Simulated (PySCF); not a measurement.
`C[Si@@H]1CC[Si@H](C)O1`, C$_{4}$H$_{12}$OSi$_{2}$

Geometry:
| atom | x (Å) | y (Å) | z (Å) |
| --- | --- | --- | --- |
| C1 | -1.747 | 0.809 | 2.060 |
| Si2 | -1.444 | 0.512 | 0.218 |
| C3 | -0.933 | -1.267 | -0.247 |
| C4 | 0.116 | -1.162 | -1.365 |
| Si5 | 1.055 | 0.487 | -1.128 |
| C6 | 2.666 | 0.333 | -0.146 |
| O7 | -0.070 | 1.287 | -0.237 |
| H8 | -0.926 | 0.450 | 2.674 |
| H9 | -2.652 | 0.309 | 2.384 |
| H10 | -1.866 | 1.869 | 2.257 |
| H11 | -2.520 | 1.036 | -0.628 |
| H12 | -1.764 | -1.900 | -0.557 |
| H13 | -0.482 | -1.755 | 0.620 |
| H14 | 0.755 | -2.045 | -1.383 |
| H15 | -0.396 | -1.134 | -2.328 |
| H16 | 1.194 | 1.263 | -2.360 |
| H17 | 3.440 | -0.129 | -0.750 |
| H18 | 3.026 | 1.310 | 0.159 |
| H19 | 2.539 | -0.267 | 0.751 |

Computed with TDDFT B3LYP/def2-SVPD circular dichroism and optical rotation, one conformer, gas phase (PySCF). Geometry: GFN2-xTB.

States above about 7.6 eV lie in this functional's continuum (it starts at minus the energy of the highest occupied orbital, well below the true ionisation energy for most functionals) and depend on the basis. Singlets 5 and 6 lie within 0.01 eV of each other, so their separate moments and overlaps can depend on how they mix.

Stereocentres: Si2 R, Si5 S.

Task: Give the optical rotatory dispersion at 633, 589.3, 546, 436, 405, 365, 355 nm.

Result: [α] in deg dm⁻¹ (g/mL)⁻¹:
| λ (nm) | origin-invariant length gauge | modified velocity gauge | length gauge (centre of mass) | isotropic polarisability (au) |
| --- | --- | --- | --- | --- |
| 633 | +10.8 | +8.2 | +11.0 | 100.2 |
| 589.3 | +12.3 | +9.2 | +12.6 | 100.6 |
| 546 | +14.0 | +10.5 | +14.4 | 101.1 |
| 436 | +19.9 | +14.0 | +20.4 | 103.0 |
| 405 | +21.6 | +14.6 | +22.2 | 103.9 |
| 365 | +22.7 | +13.8 | +23.5 | 105.5 |
| 355 | +22.5 | +12.9 | +23.4 | 106.0 |

Task: And for the mirror image at 589.3 nm?

Result: -12.3 deg dm⁻¹ (g/mL)⁻¹ (origin-invariant length gauge): the same size and the opposite sign.

Task: What is the molar rotation [Φ] = [α]·M/100 of the geometry above at 589.3 nm?

Result: With M = 132.31 g/mol, +16.2 deg cm² dmol⁻¹ (origin-invariant length gauge).

The first excitation lies at 7.04 eV (176 nm) with R = -4.7 × 10⁻⁴⁰ esu² cm² (velocity form).
